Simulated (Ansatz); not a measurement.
A relaxation, step by step

BSiH₇SO, singlet, HF/cc-pVDZ (Ansatz 0.2.0). Settings:

```yaml
hamiltonian: {xc: hf}
relax: {f_tol: 0.01, max_steps: 60, escape_saddle: false}
```

Start, the saddle point found with PBE0-D4 in triple zeta (not stationary at another level):

B1  (-1.058, 0.258, 0.456)
S2  (-1.257, -1.602, 1.213)
H3  (-1.336, 1.082, 1.280)
H4  (-1.666, 0.268, -0.583)
H5  (0.128, -1.094, 0.700)
O6  (0.457, 0.090, 0.254)
Si7  (1.248, 0.490, -1.154)
H8  (-0.969, -1.304, 2.491)
H9  (0.707, -0.298, -2.291)
H10  (1.064, 1.938, -1.415)
H11  (2.681, 0.171, -0.951)
(Å)

| step | energy less the last (meV) | largest force component (eV/Å) |
| --- | --- | --- |
| 1 | 1747.7 | 0.755 |
| 4 | 1632.9 | 0.888 |
| 7 | 1008.4 | 2.316 |
| 10 | 163.2 | 0.330 |
| 13 | 32.1 | 0.158 |
| 16 | 24.4 | 0.211 |
| 19 | 17.8 | 0.167 |
| 22 | 14.1 | 0.157 |
| 25 | 10.3 | 0.156 |
| 28 | 5.9 | 0.175 |
| 31 (rejected trial) | 3.9 | 0.203 |
| 34 (rejected trial) | 5.6 | 0.282 |
| 37 | 1.2 | 0.078 |
| 40 | 0.4 | 0.054 |
| 43 (rejected trial) | 0.5 | 0.116 |
| 46 | 0.1 | 0.046 |
| 49 | 0.0 | 0.019 |
| 52 | 0.0 | 0.004 |

Step 10, positions (Å) and forces (eV/Å):

```
atom       x       y       z      Fx      Fy      Fz
  B1  -0.938   0.731   0.210  -0.330  -0.103   0.236
  S2  -1.314  -2.256   1.656   0.056   0.070   0.247
  H3  -1.235   1.262   1.257  -0.037  -0.148  -0.194
  H4  -1.780   0.489  -0.635   0.273   0.185   0.132
  H5  -0.105  -1.871   1.221  -0.060  -0.060   0.089
  O6   0.370   0.427   0.006  -0.080   0.233  -0.122
 Si7   1.328   0.654  -1.350   0.313   0.079  -0.274
  H8  -1.192  -1.644   2.853   0.002  -0.131  -0.260
  H9   0.924  -0.221  -2.481  -0.086  -0.019   0.102
 H10   1.215   2.077  -1.771   0.026  -0.092   0.004
 H11   2.727   0.351  -0.966  -0.076  -0.014   0.039
```

Step 16, positions (Å) and forces (eV/Å):

| atom | x | y | z | Fx | Fy | Fz |
| --- | --- | --- | --- | --- | --- | --- |
| B1 | -0.961 | 0.949 | 0.183 | 0.013 | 0.169 | -0.020 |
| S2 | -1.191 | -2.529 | 1.664 | 0.211 | 0.084 | 0.033 |
| H3 | -1.376 | 1.177 | 1.288 | 0.002 | -0.056 | -0.003 |
| H4 | -1.714 | 0.831 | -0.752 | 0.001 | -0.062 | 0.023 |
| H5 | 0.130 | -2.279 | 1.580 | -0.205 | -0.047 | 0.021 |
| O6 | 0.377 | 0.894 | -0.001 | 0.003 | -0.052 | -0.040 |
| Si7 | 1.317 | 0.716 | -1.390 | -0.025 | 0.018 | 0.035 |
| H8 | -1.360 | -1.760 | 2.750 | 0.001 | -0.039 | -0.056 |
| H9 | 0.712 | -0.298 | -2.287 | -0.003 | -0.001 | 0.001 |
| H10 | 1.407 | 2.021 | -2.089 | 0.007 | -0.011 | 0.007 |
| H11 | 2.659 | 0.279 | -0.947 | -0.006 | -0.004 | 0.001 |

Step 49, positions (Å) and forces (eV/Å):

```json
{"atom": "B1", "x": "-0.948", "y": "0.966", "z": "0.219", "Fx": "0.001", "Fy": "-0.002", "Fz": "-0.001"}
{"atom": "S2", "x": "-0.553", "y": "-2.464", "z": "1.570", "Fx": "-0.005", "Fy": "0.010", "Fz": "0.019"}
{"atom": "H3", "x": "-1.290", "y": "1.296", "z": "1.323", "Fx": "0.000", "Fy": "0.001", "Fz": "0.000"}
{"atom": "H4", "x": "-1.747", "y": "0.536", "z": "-0.575", "Fx": "0.000", "Fy": "0.000", "Fz": "0.001"}
{"atom": "H5", "x": "0.146", "y": "-1.856", "z": "2.538", "Fx": "-0.010", "Fy": "-0.008", "Fz": "-0.012"}
{"atom": "O6", "x": "0.346", "y": "1.122", "z": "-0.124", "Fx": "0.000", "Fy": "0.000", "Fz": "0.000"}
{"atom": "Si7", "x": "1.247", "y": "0.743", "z": "-1.493", "Fx": "-0.002", "Fy": "-0.001", "Fz": "0.001"}
{"atom": "H8", "x": "-1.736", "y": "-2.266", "z": "2.166", "Fx": "0.014", "Fy": "-0.002", "Fz": "-0.007"}
{"atom": "H9", "x": "0.358", "y": "0.220", "z": "-2.559", "Fx": "-0.001", "Fy": "0.000", "Fz": "-0.001"}
{"atom": "H10", "x": "1.923", "y": "1.979", "z": "-1.947", "Fx": "0.000", "Fy": "0.001", "Fz": "0.000"}
{"atom": "H11", "x": "2.255", "y": "-0.275", "z": "-1.117", "Fx": "0.001", "Fy": "0.000", "Fz": "0.001"}
```

Last step (52):

```
11
angstrom
B -0.9440 0.9668 0.2218
S -0.5465 -2.4607 1.5711
H -1.2838 1.3013 1.3258
H -1.7440 0.5287 -0.5667
H 0.1318 -1.8559 2.5548
O 0.3489 1.1262 -0.1257
Si 1.2464 0.7438 -1.4958
H -1.7405 -2.2759 2.1487
H 0.3555 0.2175 -2.5586
H 1.9199 1.9801 -1.9555
H 2.2563 -0.2719 -1.1199
```

Hardware: 3 CPU threads of an Intel Xeon, shared host. Wall time about 72 s.
